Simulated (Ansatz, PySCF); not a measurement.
YF3, SMILES [F][Y]([F])[F]. Atoms are numbered in the order given.

```xyz
4

Y      0.0000     0.0000     0.0000
F      2.0095     0.0000     0.0000
F     -1.0047    -1.7403     0.0000
F     -1.0047     1.7403     0.0000
```
Charge 0, spin multiplicity 1.

Geometry optimised at B3LYP-D3(BJ)/def2-TZVP. The isomer is the one that the SMILES or the coordinates give; other isomers of the formula were not compared. The def2 effective core potentials stand for the cores of Y; spin–orbit coupling is left out.

Vertical ionisation energy (IE) and electron affinity (EA) in eV. Rows of orbital energies are one-electron estimates. Where ΔSCF, EOM or ADC give a negative EA the extra electron is unbound and the value depends on the basis.

```csv
level,IE,EA
"−ε(HOMO), −ε(LUMO), r2SCAN/def2-TZVPD (PySCF)",9.01,2.63
"−ε(HOMO), −ε(LUMO), PBE/def2-TZVPD (PySCF)",8.63,3.19
"ΔSCF, CAM-B3LYP/def2-SVPD (Ansatz), final states of multiplicity 2 and 2",13.50,0.93
"ΔSCF, PBE/def2-SVPD (Ansatz), final states of multiplicity 2 and 2",12.18,0.94
```

Task: What vertical singlet–triplet gap does ΔSCF give with CAM-B3LYP/def2-SVPD (Ansatz, a first-principles code) and with PBE/def2-SVPD (Ansatz)? (An estimate is asked for; the answer gives what the named calculation found.)

Result: 7.13 and 5.85 eV (triplet above singlet where positive).
